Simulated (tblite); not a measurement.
Parent: `[CH2:1]=[C:2]1[CH2:3][O:4][SiH2:5][C:6]1=[CH2:7]`, C5H8OSi.

Structures optimised with GFN2-xTB, isolated species. One conformer each, not checked by frequencies here.

```
coordinate of the parent    value
                   C1=C2  1.329 Å
                   C2–C3  1.513 Å
                   C3–O4  1.405 Å
                  O4–Si5  1.634 Å
                  Si5–C6  1.889 Å
                   C6=C7  1.331 Å
                   C2–C6  1.465 Å
                C1–C2–C3   121.6°
                C1–C2–C6   126.7°
                C3–C2–C6   111.7°
                C2–C3–O4   111.9°
               C3–O4–Si5   116.3°
               O4–Si5–C6    93.9°
               Si5–C6–C7   128.7°
               C2–C6–Si5   106.2°
                C2–C6–C7   125.1°
```

Task: How does the shared frame change in `[CH2:1]=[C:2]1[CH2:3][O:4][SiH2:5][C@H:6]1[CH3:7]` with C1–C2–C3–O4 -156°, C2–C3–O4–Si5 -9°, C3–O4–Si5–C6 -5°, O4–Si5–C6–C7 -100°, C5H10OSi? Atoms pair as C1 = C1, C2 = C2, C3 = C3, O4 = O4, Si5 = Si5, C6 = C6, C7 = C7 (parent first).

Result: 
| parent | relative | value in the relative | change |
| --- | --- | --- | --- |
| C1=C2 | C1=C2 | 1.321 Å | -0.008 |
| C2–C3 | C2–C3 | 1.507 Å | -0.006 |
| C3–O4 | C3–O4 | 1.408 Å | +0.003 |
| O4–Si5 | O4–Si5 | 1.633 Å | -0.001 |
| Si5–C6 | Si5–C6 | 1.913 Å | +0.024 |
| C6=C7 | C6–C7 | 1.532 Å | +0.201 |
| C2–C6 | C2–C6 | 1.504 Å | +0.039 |
| C1–C2–C3 | C1–C2–C3 | 123.2° | +1.6 |
| C1–C2–C6 | C1–C2–C6 | 125.0° | -1.7 |
| C3–C2–C6 | C3–C2–C6 | 111.8° | +0.1 |
| C2–C3–O4 | C2–C3–O4 | 110.5° | -1.4 |
| C3–O4–Si5 | C3–O4–Si5 | 115.6° | -0.7 |
| O4–Si5–C6 | O4–Si5–C6 | 95.0° | +1.1 |
| Si5–C6–C7 | Si5–C6–C7 | 112.8° | -15.9 |
| C2–C6–Si5 | C2–C6–Si5 | 101.2° | -5.0 |
| C2–C6–C7 | C2–C6–C7 | 109.9° | -15.2 |

Of the parent's bonds, C6–C7 changes most (+0.201 Å). Point group Cs → C1.

Task: How does the shared frame change in `[CH2:1]=[C:2]1[SiH2:3][O:4][C@H:5]([O:6][CH3:7])[C:8]1=[CH2:9]` with O4–C5–O6–C7 64°, C1–C2–Si3–O4 179°, C2–Si3–O4–C5 17°, Si3–O4–C5–O6 93°, O4–C5–C8–C9 -156°, C6H10O2Si? Atoms pair as C1 = C9, C2 = C8, C3 = C5, O4 = O4, Si5 = Si3, C6 = C2, C7 = C1 (parent first).

Result: 
```json
{"parent": "C1=C2", "relative": "C9=C8", "value in the relative": "1.327 Å", "change": "-0.002"}
{"parent": "C2–C3", "relative": "C8–C5", "value in the relative": "1.516 Å", "change": "+0.003"}
{"parent": "C3–O4", "relative": "C5–O4", "value in the relative": "1.399 Å", "change": "-0.006"}
{"parent": "O4–Si5", "relative": "O4–Si3", "value in the relative": "1.641 Å", "change": "+0.007"}
{"parent": "Si5–C6", "relative": "Si3–C2", "value in the relative": "1.888 Å", "change": "-0.001"}
{"parent": "C6=C7", "relative": "C2=C1", "value in the relative": "1.330 Å", "change": "-0.001"}
{"parent": "C2–C6", "relative": "C8–C2", "value in the relative": "1.464 Å", "change": "-0.001"}
{"parent": "C1–C2–C3", "relative": "C9–C8–C5", "value in the relative": "121.6°", "change": "0.0"}
{"parent": "C1–C2–C6", "relative": "C9–C8–C2", "value in the relative": "127.4°", "change": "+0.7"}
{"parent": "C3–C2–C6", "relative": "C5–C8–C2", "value in the relative": "110.9°", "change": "-0.8"}
{"parent": "C2–C3–O4", "relative": "C8–C5–O4", "value in the relative": "110.2°", "change": "-1.7"}
{"parent": "C3–O4–Si5", "relative": "C5–O4–Si3", "value in the relative": "114.3°", "change": "-2.0"}
{"parent": "O4–Si5–C6", "relative": "O4–Si3–C2", "value in the relative": "93.6°", "change": "-0.3"}
{"parent": "Si5–C6–C7", "relative": "Si3–C2–C1", "value in the relative": "129.7°", "change": "+1.0"}
{"parent": "C2–C6–Si5", "relative": "C8–C2–Si3", "value in the relative": "105.4°", "change": "-0.8"}
{"parent": "C2–C6–C7", "relative": "C8–C2–C1", "value in the relative": "124.9°", "change": "-0.2"}
```

Of the parent's bonds, C3–O4 and O4–Si5 change most and about equally (-0.006 to +0.007 Å). Bonds of the relative outside the shared frame: C5–O6 1.396, O6–C7 1.411 Å. Point group Cs → C1.

These are computed values.
